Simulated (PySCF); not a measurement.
**Ionisation energy of Zn by level of theory**

Zn [Ar] 3d10 4s2 (1S) → Zn⁺ [Ar] 3d10 4s1 (2S), as a difference of total energies. All numbers are calculated (PySCF 2.14, no relativity, point nucleus, in 6-31G* (5s4p2d1f, 34 functions)). Correlated levels: valence: [Ar] frozen. The calculations carry no spin-orbit coupling.

Problem. Order these methods by the ionisation energy they give, lowest first.
A. PBE0
B. MP2 (valence)
C. r2SCAN
D. UHF

Solution. D (7.401 eV), B (8.231 eV), C (8.578 eV), A (8.604 eV).

These non-relativistic numbers lack the scalar-relativistic shift.

Errors of the correlated levels include the incompleteness of this basis and the frozen core.

For comparison: 9.394 eV (measured; NIST Atomic Spectra Database, ionization energies).
